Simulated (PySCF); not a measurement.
## Relaxation of singlet RhF3

All numbers come from PBE0/[Rh def2-SVP with ECP28, F def2-SVP], scalar-relativistic core potentials, density fitting, no spin–orbit coupling, PySCF. A (50,194) grid was used.

A start displaced from a saddle point along its imaginary mode, of Cs symmetry, held to at least that symmetry:

```xyz
4
charge 0 multiplicity 1, angstrom
Rh    0.0000    0.0458   -0.2080
F     0.0000   -0.0079    1.6665
F     1.8129   -0.1200   -0.2699
F    -1.8129   -0.1200   -0.2699
```

(1) What forces act on the atoms at the start (eV/Å)?

(2) What does it relax to?

(3) How much energy is released, and in how many steps?

Answers

(1) 
```csv
atom,Fx,Fy,Fz
Rh1,0.00,0.53,0.81
F2,0.00,0.05,-0.22
F3,-0.27,-0.29,-0.30
F4,0.27,-0.29,-0.30
```

(2) It ends at C3v with Rh–F 1.822 Å (×3); F–Rh–F 111.9° (×3) (after a last refinement on a finer grid). The frequency run here used a shortcut that can spoil soft modes, so no verdict on minimum or saddle point is given. Other isomers or separated fragments may lie lower.

(3) 62.7 kJ/mol in 10 steps.

At this level a triplet minimum of C2v symmetry lies 52 kJ/mol below this structure.

The relaxation took of the order of 30 core-seconds on a shared host.
